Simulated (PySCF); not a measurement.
CH8FN3Si, SMILES C(F)[Si](N)(N)N. Atoms are numbered in the order given.

```xyz
14

N     -1.8366     0.0900     0.5371
Si    -0.1861    -0.3186     0.2120
N     -0.0659    -1.0928    -1.3282
N      0.3095    -1.1774     1.6321
C      1.0592     1.1110     0.0319
F      0.9407     1.6833    -1.2444
H     -2.1085     0.4987     1.4259
H     -2.4200     0.4308    -0.2196
H      0.2843    -0.5322    -2.0999
H     -0.7338    -1.7897    -1.6406
H     -0.3404    -1.8403     2.0453
H      1.2608    -1.5267     1.7007
H      2.1027     0.7647     0.1556
H      0.8891     1.9002     0.7861
```
Charge 0, spin multiplicity 1.

Geometry: B3LYP-D3(BJ)/def2-SVP. This is a generated structure with no PubChem entry under its InChIKey; it may be hypothetical. The values are those of a single conformer.

All values below come from PBE/pcSseg-1 (PySCF).

GIAO shieldings, no solvent; atoms listed in one row are averaged. δ = σ(ref) − σ: ¹⁵N against NH3 (σ = 267.0 ppm); ²⁹Si against TMS (σ = 335.4 ppm); ¹³C against TMS (σ = 182.0 ppm); ¹⁹F against CFCl3 (σ = 133.6 ppm); ¹H against TMS (σ = 31.49 ppm), references at their B3LYP-D3(BJ)/def2-TZVP geometries, non-relativistic.

| nucleus | atoms | count | δ (ppm) |
|---|---|---|---|
| ¹⁵N | N3 | 1 | 31.6 |
| ¹⁵N | N4 | 1 | 30.3 |
| ¹⁵N | N1 | 1 | 28.7 |
| ²⁹Si | Si2 | 1 | -30.6 |
| ¹³C | C5 | 1 | 85.2 |
| ¹⁹F | F6 | 1 | -325.1 |
| ¹H | H13, H14 | 2 | 4.70 |
| ¹H | H9 | 1 | 1.45 |
| ¹H | H11 | 1 | 0.72 |
| ¹H | H7 | 1 | 0.62 |
| ¹H | H10 | 1 | 0.60 |
| ¹H | H8 | 1 | 0.51 |
| ¹H | H12 | 1 | 0.16 |
